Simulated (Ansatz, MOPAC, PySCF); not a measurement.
Pair of molecules: H2O (SMILES O) (first 3 atoms) with SiH4 (SMILES [SiH4]); geometry from B3LYP-D3(BJ)/def2-TZVP, rigid monomers moved along the line of their centres of mass till O1···Si4 is 3.60 Å.
(charge 0, multiplicity 1):
```xyz
8

O      0.4646     0.3123     0.3475
H      0.0730    -0.4695    -0.0562
H     -0.1175     1.0418     0.1095
Si    -0.2925    -0.1685     3.8367
H     -0.6809    -1.3834     3.0861
H     -0.6547    -0.3734     5.2620
H     -1.0475     1.0018     3.3361
H      1.1620     0.0651     3.7428
```

Interaction energies are E(AB) − E(A) − E(B) at the monomers' geometry in the complex; basis-set methods are counterpoise corrected. Rows marked so take none.

Correlated levels freeze the cores. CBS: X⁻³ extrapolation of the correlation energy, Hartree–Fock from the larger set. Rows in 3-21G, 6-311+G**, 6-31G* carry no dispersion term and start afresh at each structure (6-31G* with six Cartesian d functions). MP2/6-31G* freezes PySCF's default core. The state reached by PM7 isn't checked; PM7 holds dispersion and hydrogen-bond terms.

Codes used: Ansatz (Gaussian orbitals); MOPAC for PM7 (differences of heats of formation); PySCF for 3-21G rows, 6-311+G** rows, 6-31G* rows, the dispersion terms. Values without a source in brackets are computed.

Other levels give for the interaction energy: PBE/def2-TZVPPD -41.1; B3LYP/def2-TZVPPD -21.4; B3LYP-D3(BJ)/def2-TZVPPD -56.0; wB97M-V/def2-TZVPPD -58.7; CCSD(T)/CBS(aug-cc-pV(D+d)Z, aug-cc-pV(T+d)Z) -57.5 meV.

Common cheap choices:

```csv
level,interaction energy (meV),"less -57.5 (CCSD(T)/CBS(aug-cc-pV(D+d)Z, aug-cc-pV(T+d)Z))"
PM7,-33.6,23.9
HF/3-21G (no counterpoise),-199.5,-141.9
HF/6-31G* (no counterpoise),-78.1,-20.6
BP86/6-31G* (no counterpoise),-96.8,-39.3
B3LYP/6-31G* (no counterpoise),-112.9,-55.4
B3LYP/6-311+G** (no counterpoise),-29.9,27.6
M06-2X/6-31G* (no counterpoise),-126.9,-69.4
MP2/6-31G* (no counterpoise),-118.8,-61.3
```

Ansatz is a program for electronic structure.
